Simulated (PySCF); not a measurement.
PySCF input (BP86/6-31G* with LANL2DZ past Ar (5d)):

```python
from pyscf import gto, dft

mol = gto.M(
    atom='''
    C     1.60291000   -0.92331100   -0.64587100
    Ge   -0.00310100   -0.00348300   -0.01784400
    C    -1.60305600   -1.12550600   -0.04920300
    C    -0.26707500    1.74869700   -0.84243900
    F     0.29470400    0.33098700    1.69564200
    H     1.50914300   -1.17178500   -1.70411400
    H     1.75135300   -1.84393700   -0.08217400
    H     2.47594000   -0.28507500   -0.51239600
    H    -2.44084500   -0.59516900    0.40267600
    H    -1.42663300   -2.04436800    0.50928700
    H    -1.86534200   -1.38460800   -1.07608200
    H    -1.11652300    2.25395100   -0.38363700
    H    -0.45913700    1.64067500   -1.91101300
    H     0.62227400    2.36361400   -0.70724800
    ''',
    basis={'default': '6-31g*', 'Ge': 'lanl2dz'},
    ecp={'Ge': 'lanl2dz'},
    charge=0,
    spin=0,
    verbose=4,
)

mf = dft.RKS(mol, xc='bp86')
mf.grids.level = 3
mf.conv_tol = 1e-9
mf.max_cycle = 100
mf.max_memory = 1500
mf.kernel()
if not mf.converged:
    mf = mf.newton()
    mf.kernel(mf.make_rdm1())
mf.dip_moment()
```

Output:

```
PySCF version 2.14.0

[INPUT] verbose = 4
[INPUT] num. atoms = 14
[INPUT] num. electrons = 40
[INPUT] charge = 0
[INPUT] spin (= nelec alpha-beta = 2S) = 0
[INPUT] symmetry False subgroup None
[INPUT] Mole.unit = angstrom
[INPUT] Symbol           X                Y                Z      unit          X                Y                Z       unit  Magmom
[INPUT]  1 C      1.602910000000  -0.923311000000  -0.645871000000 AA    3.029060902327  -1.744804917798  -1.220519301799 Bohr   0.0
[INPUT]  2 Ge    -0.003101000000  -0.003483000000  -0.017844000000 AA   -0.005860040712  -0.006581916092  -0.033720272967 Bohr   0.0
[INPUT]  3 C     -1.603056000000  -1.125506000000  -0.049203000000 AA   -3.029336802341  -2.126898091555  -0.092980194507 Bohr   0.0
[INPUT]  4 C     -0.267075000000   1.748697000000  -0.842439000000 AA   -0.504698604718   3.304558404849  -1.591978986652 Bohr   0.0
[INPUT]  5 F      0.294704000000   0.330987000000   1.695642000000 AA    0.556909847814   0.625474780791   3.204298985310 Bohr   0.0
[INPUT]  6 H      1.509143000000  -1.171785000000  -1.704114000000 AA    2.851866952804  -2.214352726873  -3.220308745037 Bohr   0.0
[INPUT]  7 H      1.751353000000  -1.843937000000  -0.082174000000 AA    3.309577517435  -3.484535920952  -0.155286354560 Bohr   0.0
[INPUT]  8 H      2.475940000000  -0.285075000000  -0.512396000000 AA    4.678848500856  -0.538713674960  -0.968288107323 Bohr   0.0
[INPUT]  9 H     -2.440845000000  -0.595169000000   0.402676000000 AA   -4.612528562514  -1.124706407831   0.760947356935 Bohr   0.0
[INPUT] 10 H     -1.426633000000  -2.044368000000   0.509287000000 AA   -2.695945650267  -3.863295617825   0.962412948801 Bohr   0.0
[INPUT] 11 H     -1.865342000000  -1.384608000000  -1.076082000000 AA   -3.524985508648  -2.616529909882  -2.033500267574 Bohr   0.0
[INPUT] 12 H     -1.116523000000   2.253951000000  -0.383637000000 AA   -2.109922681778   4.259350088190  -0.724968861250 Bohr   0.0
[INPUT] 13 H     -0.459137000000   1.640675000000  -1.911013000000 AA   -0.867643183654   3.100426409421  -3.611291190483 Bohr   0.0
[INPUT] 14 H      0.622274000000   2.363614000000  -0.707248000000 AA    1.175927434438   4.466583124188  -1.336505022146 Bohr   0.0

nuclear repulsion = 144.802242837818
number of shells = 46
number of NR pGTOs = 156
number of NR cGTOs = 82
basis = {'default': '6-31g*', 'Ge': 'lanl2dz'}
ecp = {'Ge': 'lanl2dz'}

******** <class 'pyscf.dft.rks.RKS'> ********
method = RKS
initial guess = minao
damping factor = 0
level_shift factor = 0
DIIS = <class 'pyscf.scf.diis.CDIIS'>
diis_start_cycle = 1
diis_space = 8
diis_damp = 0
SCF conv_tol = 1e-09
SCF conv_tol_grad = None
SCF max_cycles = 100
direct_scf = True
direct_scf_tol = 1e-13
XC library pyscf.dft.libxc version 7.1.2
    S. Lehtola, C. Steigemann, M. J. T. Oliveira, and M. A. L. Marques,  SoftwareX 7, 1–5 (2018)
XC functionals = bp86
    A. D. Becke,  Phys. Rev. A 38, 3098 (1988)
    J. P. Perdew,  Phys. Rev. B 33, 8822 (1986)
    J. P. Perdew,  Phys. Rev. B 34, 7406–7406 (1986)
radial grids:
    Treutler-Ahlrichs [JCP 102, 346 (1995); DOI:10.1063/1.469408] (M4) radial grids

becke partition: Becke, JCP 88, 2547 (1988); DOI:10.1063/1.454033
pruning grids: <function nwchem_prune>
grids dens level: 3
symmetrized grids: False
atomic radii adjust function: <function treutler_atomic_radii_adjust>
small_rho_cutoff = 0
Set gradient conv threshold to 3.16228e-05
Initial guess from minao.
tot grids = 165528
init E= -210.973755347039
  HOMO = -0.272397140196429  LUMO = 0.0325403790249652  gap/eV = 8.29777
cycle= 1 E= -223.003321543062  delta_E=  -12  |g|= 1.23  |ddm|= 3.46
  HOMO = -0.133865046873328  LUMO = 0.0190966447717997  gap/eV = 4.16230
cycle= 2 E= -222.406145652688  delta_E= 0.597  |g|= 2.18  |ddm|= 3.53
  HOMO = -0.262529494438734  LUMO = -0.000644594675588195  gap/eV = 7.12625
cycle= 3 E= -223.362114225464  delta_E= -0.956  |g|= 0.474  |ddm|= 2.56
  HOMO = -0.260589723591747  LUMO = 0.0257070798151234  gap/eV = 7.79053
cycle= 4 E= -223.410898615482  delta_E= -0.0488  |g|= 0.0974  |ddm|= 0.546
  HOMO = -0.250325317591093  LUMO = 0.032943772942353  gap/eV = 7.70814
cycle= 5 E= -223.412675426887  delta_E= -0.00178  |g|= 0.0313  |ddm|= 0.0981
  HOMO = -0.254895148617741  LUMO = 0.0286199426190876  gap/eV = 7.71484
cycle= 6 E= -223.412956744364  delta_E= -0.000281  |g|= 0.00555  |ddm|= 0.0405
  HOMO = -0.255204206296856  LUMO = 0.0283831566247379  gap/eV = 7.71681
cycle= 7 E= -223.412963163173  delta_E= -6.42e-06  |g|= 0.000334  |ddm|= 0.00673
  HOMO = -0.255217697546287  LUMO = 0.028388541448674  gap/eV = 7.71732
cycle= 8 E= -223.41296319137  delta_E= -2.82e-08  |g|= 3.27e-05  |ddm|= 0.000368
  HOMO = -0.255218430976923  LUMO = 0.02838767347572  gap/eV = 7.71732
cycle= 9 E= -223.412963191676  delta_E= -3.06e-10  |g|= 6.49e-06  |ddm|= 5.41e-05
  HOMO = -0.255218858903661  LUMO = 0.0283876747480072  gap/eV = 7.71733
Extra cycle  E= -223.412963191677  delta_E= -1.53e-12  |g|= 7.28e-06  |ddm|= 1.98e-05
converged SCF energy = -223.412963191677
Dipole moment(X, Y, Z, Debye): -0.41751, -0.46893, -2.40230
```

The geometry given is a B3LYP-D3(BJ)/def2-TZVP minimum.
